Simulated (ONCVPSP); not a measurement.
# What one change does to a pseudopotential (Mg, ONCV)

magnesium (Mg), optimised norm-conserving Vanderbilt (ONCV), made with ONCVPSP 4.0.1 (LDA (Perdew-Wang 92), scalar-relativistic). Core [He] 2s2, reference 2p6 3s1 (charge +1). Waves: 3s: rc 2.45 bohr, ncon 4, nbas 8, qcut 2.5 1/bohr, 2 projectors, debl 1.1 Ha; 2p: rc 0.95 bohr, ncon 4, nbas 8, qcut 16.2 1/bohr, 2 projectors, debl 1.1 Ha; d scattering state at 0.02 Ha: rc 2.10 bohr, ncon 4, nbas 8, qcut 5.4 1/bohr, 2 projectors, debl 0.5 Ha. Local part: polynomial inside 0.85 bohr (lpopt 4, dvloc0 1 Ha). Core correction: Teter function, fcfact 1.75, rcfact 1.45.

In the p channel the program set the typed energies aside and used -2.052, 0.250 Ha.

All-electron outer shells of the reference configuration (LDA (PZ), scalar-relativistic, ld1.x):

```csv
shell,level (eV),outermost node (bohr),outermost maximum (bohr)
2s,-88.40,0.18,0.55
2p,-55.81,–,0.48
3s,-11.53,0.90,2.35
```

Change: p: qcut 19.1.

Cutoffs: the cutoffs (Ha) at which the residual kinetic energy of the hardest occupied pseudo-wave falls to 1 and 0.1 mHa per electron; they do not see the model core or the augmentation charge, which bear on the density cutoff. Errors are all-electron minus pseudo energies relative to the spin-unpolarised reference configuration.

Problem. What does the change do?

Solution. The potential gets harder (90 Ha and 104 Ha → 105 Ha and 123 Ha); the errors of the 4 common tests hardly move; neither file shows a bound ghost. The waves are optimised to have the least kinetic energy above qcut, so the cutoff follows it (qcut²/2 in Ha).

```tsv
quantity	base	changed
cutoff, loose	90 Ha	105 Ha
cutoff, tight	104 Ha	123 Ha
loose cutoff by channel	s 4.3 Ha, p 90 Ha	s 4.3 Ha, p 105 Ha
bound ghosts	none	none
GHOST(+) flags under 300 eV	s at 44.3 eV	s at 44.3 eV
error for 2p6 3s2, meV [ΔE -8.07 eV]	+1.3	+1.2
error for 2p6 3s0, meV [ΔE 15.04 eV]	+3.3	+3.2
error for 2p6 3s1.5, meV [ΔE -4.88 eV]	+0.4	+0.4
error for 2p5 3s2, meV [ΔE 50.59 eV]	-297	-327
s: phases at 2.48 bohr within 0.05 rad from the reference energy up to (Ha; the scan ends near 5)	n/a	n/a
p: phases at 0.96 bohr within 0.05 rad from the reference energy up to (Ha; the scan ends near 5)	to the end of the scan	to the end of the scan
d: phases at 2.14 bohr within 0.05 rad from the reference energy up to (Ha; the scan ends near 5)	2.9	2.9
rms error of d²Exc/dni dnj with the model core, mHa	7.75	7.86
```
